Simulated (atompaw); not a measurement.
**Which change was made? (Te, PAW (atompaw))**

```
Element                 : tellurium
Generator               : atompaw 4.2.0.5
Type                    : PAW
Functional              : PBE
Relativity              : scalar-relativistic
Frozen core             : [Kr] 4d10
Valence charge          : 6
Reference configuration : 5s2 5p3.5 (charge +0.5)
Partial waves           : 5s (bound): rc 2.05 bohr; 5s channel at 2 Ry: rc 2.05 bohr; 5p (bound): rc 2.35 bohr; 5p channel at 2 Ry: rc 2.35 bohr
Local potential         : bessel scheme, radius 1.65 bohr
Core correction         : smooth core density matched at 1.50 bohr
Augmentation charge     : gaussian compensation charge, radius 1.70 bohr; PAW radius 2.35 bohr; waves and projectors: custom polynom vanderbiltortho
```

Cutoffs, loose and tight: the cutoffs (Ry, on a coarse ladder) from which the occupation-weighted sum of valence levels, in a spherical-Bessel basis at the reference potential, stays within 10 and 1 mRy of its value at 400 Ry. They see the waves, projectors and local potential, not the compensation charge or the core.

The base gives: outcome: generated; cutoff, loose: 12 Ry; cutoff, tight: 18 Ry; bound ghosts: d.

(1) After one change the result is: outcome: failed: atompaw: The overlap operator has at least one negative eigenvalue!. Which change was it?
A. local potential bessel scheme, radius 1.36 bohr
B. local potential bessel scheme, radius 1.08 bohr
C. local potential bessel scheme, radius 2.22 bohr

## Answers

(1) B. The others give: local potential bessel scheme, radius 1.36 bohr → outcome: generated; cutoff, loose: 10 Ry; cutoff, tight: 21 Ry; bound ghosts: s, d | local potential bessel scheme, radius 2.22 bohr → outcome: generated; cutoff, loose: 12 Ry; cutoff, tight: 18 Ry; bound ghosts: none.
